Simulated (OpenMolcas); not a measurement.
A run on Ru4+ with 6 ligands (water) in octahedral coordination (Th) at 2.1 Å. Ligand basis ANO-RCC-VDZP.

- Program: OpenMolcas
- Method: SS-CASPT2, IPEA 0.25 Eh, imaginary shift 0.1 Eh (closed shells correlated: 4s 4p and the ligand valence shells)
- Basis: ANO-RCC-VDZP [6s5p3d1f]
- Scalar Hamiltonian: DKH2, point nucleus
- Active space: 4 electrons in 5 orbitals (4d)
- State averaging: 2S+1 = 5 even, 5 roots; 2S+1 = 3 even, 45 roots; 2S+1 = 1 even, 50 roots
- Spin-orbit coupling: state interaction with AMFI integrals over the reference wave functions

187 basis functions. Blocks (2S+1, parity, CSFs, roots kept): 5, even, 5, 5; 3, even, 45, 45; 1, even, 50, 50.

How long do the CASPT2 steps take on 1 thread of Arm Neoverse V2 (shared host)?

About 10 min of wall time, without the integral step.
